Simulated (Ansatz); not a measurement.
System: GaI2 (charge +1, singlet). It need not be the lowest isomer of its formula. 
Coordinates optimised at B3LYP-D3(BJ)/def2-TZVP (Ansatz, a first-principles code):
SMILES: [I][Ga+][I]
```xyz
3

Ga     0.0000     0.0000     0.0000
I      0.0000     0.0000    -2.3869
I      0.0000     0.0000     2.3869
```
Charge +1, spin multiplicity 1.

Basis-set convergence of Hartree-Fock and MP2 correlation energies (hartree) with Ansatz. Correlated levels leave the core frozen unless marked. Spin-orbit coupling is left out. The frozen core is the preceding noble-gas configuration, with the filled d and f shells of earlier blocks. Past Kr the def2 sets carry scalar-relativistic core potentials.

```tsv
basis	functions	E(HF)	E(corr, MP2)
def2-SVP	84	-2516.14503	-0.23379
def2-TZVPP	148	-2516.41619	-0.31544
def2-QZVPP	253	-2516.45806	-0.35543
```

Extrapolating the two largest sets (X = 3 and 4) as X^-3: E(corr) = (64·(-0.35543) - 27·(-0.31544))/37 = -0.3846 Eh, an estimate of the basis-set limit. The largest set recovers 92.4 % of it, the smallest 60.8 %.
